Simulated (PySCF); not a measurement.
# Ionisation energy of Cd(40+) by level of theory

Cd(40+) [He] 2s2 2p4 (3P) → Cd(41+) [He] 2s2 2p3 (4S), as a difference of total energies. Calculation: PySCF 2.14, in an uncontracted even-tempered set (17 s from 16 bohr⁻², ratio 2.2; 11 p from 20 bohr⁻², ratio 2.2; 6 d from 87 bohr⁻², ratio 2.4; 5 f from 130 bohr⁻², ratio 2.4; 4 g from 190 bohr⁻², ratio 2.4); no relativity, point nucleus. Correlated levels: nothing frozen; virtual orbitals above 40 to 60 times the deepest correlated orbital energy dropped. The calculations carry no spin-orbit coupling.

```tsv
method	ionisation energy (eV)
UHF	6202.6
LDA	6199.1
PBE	6205.2
PBE0	6205.0
r2SCAN	6206.3
B3LYP	6205.6
BP86	6206.8
MP2 (all electrons)	6204.2
SCS-MP2 (all electrons)	6204.3
```

Spin-orbit coupling is strong in these open shells (close to jj coupling). The scalar numbers leave it out and a first-order estimate fails, so it can dominate the gap to the real levels.

The gap to the reference is mostly relativistic.

For comparison: 6257 ± 12 eV (semi-empirical (NIST evaluation); NIST Atomic Spectra Database, ionization energies).
